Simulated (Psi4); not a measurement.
F₄Zr, singlet, at a GFN2-xTB geometry (such geometries of metal compounds can be far from the true shape) (core potentials on Zr). Base run: HF/def2-SVP in Psi4.

The Psi4 input:
```
memory 2 GB

molecule {
0 1
Zr   -0.00000000    0.00000000    0.00000000
F     1.17763810    0.86361362   -1.12373134
F     0.92988717   -1.15466949    1.09429445
F    -1.21942764   -0.95123912   -1.00178465
F    -0.88809763    1.24229499    1.03122154
}

set {
  basis def2-svp
  stability_analysis check
  scf_type pk
}

energy('scf')
print_variables()
```

The bond that is stretched is that between atoms 4 and 1. A test that says stable can miss a lower solution.

Variants of this job, named by their change:

| change | ΔE vs base (mEh) | <S^2> | outcome |
|---|---|---|---|
| base | 0.000 | 0.000 | converged |
| stability_analysis = follow; reference = uhf | 0.000 | 0.000 | converged |
| bond × 1.25 | 43.119 | 0.000 | converged |
| stability_analysis = follow; reference = uhf; bond × 1.25 | 43.119 | 0.000 | converged |
| bond × 1.5 | 124.5 | 0.000 | converged |
| stability_analysis = follow; reference = uhf; bond × 1.5 | 124.5 | 0.000 | converged |
| bond × 1.8 | 204.2 | 0.000 | converged |
| stability_analysis = follow; reference = uhf; bond × 1.8 | 183.7 | 0.855 | converged |
| bond × 2.2 | 272.5 | 0.000 | converged |
| stability_analysis = follow; reference = uhf; bond × 2.2 | 190.1 | 0.989 | converged |
| bond × 3.0 | 341.3 | 0.000 | converged |
| stability_analysis = follow; reference = uhf; bond × 3.0 | - | - | not converged |

Psi4 reported an instability in these rows: stability_analysis = follow; reference = uhf; bond × 1.8; stability_analysis = follow; reference = uhf; bond × 2.2; stability_analysis = follow; reference = uhf; bond × 3.0 (restricted rows aren't judged here).

Where a bond breaks into two radicals, a solution with restricted orbitals usually stops being the lowest and lies too high; an unrestricted one lies lower at the price of spin contamination, which <S^2> shows.
